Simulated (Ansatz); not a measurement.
Species: C2H6FSi, net charge 0, doublet state. It need not be the lowest isomer of its formula. SMILES: C[Si](C)F
Structure (B3LYP-D3(BJ)/def2-TZVP (Ansatz, an electronic-structure program) minimum search):
```xyz
10

Si    -0.2124     0.3315    -0.1726
C      1.4544     0.0163    -0.9731
C     -1.2405    -1.2331    -0.0559
F      0.0709     0.8332     1.3433
H      2.0017    -0.7410    -0.4026
H      1.3249    -0.3481    -1.9941
H      2.0592     0.9230    -1.0069
H     -1.4437    -1.6316    -1.0519
H     -2.1938    -1.0487     0.4404
H     -0.6963    -1.9918     0.5156
```
Charge 0, spin multiplicity 2.

Property: atomisation energy (electronic, to ground-state atoms), in kJ/mol. Cores are frozen in the correlated levels unless marked. Open shells are spin-unrestricted. No spin-orbit coupling. No relativistic terms. The coupled-cluster limit lacks core correlation, which all-electron functionals hold. Basis-set limits of correlation are two-point, X^-3; Hartree-Fock from the larger set. The bracket is a focal-point correction in the basis named.

```json
[
 {"level": "HF/aug-cc-pV(D+d)Z", "program": "Ansatz", "atomisation energy (kJ/mol)": "2804.2", "minus last row": "-941.0"},
 {"level": "HF/aug-cc-pV(T+d)Z", "program": "Ansatz", "atomisation energy (kJ/mol)": "2865.1", "minus last row": "-880.1"},
 {"level": "r2SCAN-D4/def2-TZVPD", "program": "Ansatz + dftd4", "atomisation energy (kJ/mol)": "3760.4", "minus last row": "15.2"},
 {"level": "B3LYP/def2-TZVPD", "program": "Ansatz", "atomisation energy (kJ/mol)": "3711.8", "minus last row": "-33.4"},
 {"level": "wB97M-V/def2-TZVPD", "program": "Ansatz", "atomisation energy (kJ/mol)": "3739.1", "minus last row": "-6.1"},
 {"level": "SCS-MP2/6-31G", "program": "Ansatz", "atomisation energy (kJ/mol)": "3144.5", "minus last row": "-600.7"},
 {"level": "SCS-MP2/6-31G*", "program": "Ansatz", "atomisation energy (kJ/mol)": "3413.0", "minus last row": "-332.2"},
 {"level": "CCSD(T)/STO-3G", "program": "Ansatz", "atomisation energy (kJ/mol)": "3790.1", "minus last row": "44.9"},
 {"level": "RI-MP2/CBS(cc-pV(T+d)Z,cc-pV(Q+d)Z)+[CCSD(T)-MP2]/cc-pV(D+d)Z", "program": "Ansatz", "atomisation energy (kJ/mol)": "3745.8", "minus last row": "0.6"},
 {"level": "RI-MP2/CBS(cc-pV(T+d)Z,cc-pV(Q+d)Z)+[CCSD(T)-MP2]/cc-pV(T+d)Z", "program": "Ansatz", "atomisation energy (kJ/mol)": "3745.2", "minus last row": "0.0"}
]
```
